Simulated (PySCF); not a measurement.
Vertical excitations of a molecule C4H4N, multiplicity 2 from TDA-ωB97X/def2-SVPD (PySCF 2.14.0), as energy in eV (oscillator strength): 1.80 (0.001), 2.87 (0.001), 4.44 (0.000), 5.58 (0.001), 6.13 (0.009), 6.32 (0.004), 6.61 (0.000), 6.70 (0.001), 6.78 (0.004), 6.91 (0.111). Coordinates come from a PBE0-D3(BJ)/def2-SVP optimisation. The values are those of a single conformer.

Which molecule gave these data?
A. [c]1ccc[nH]1
B. C1=C[N]C=C1
C. [c]1cc[nH]c1

C, [c]1cc[nH]c1
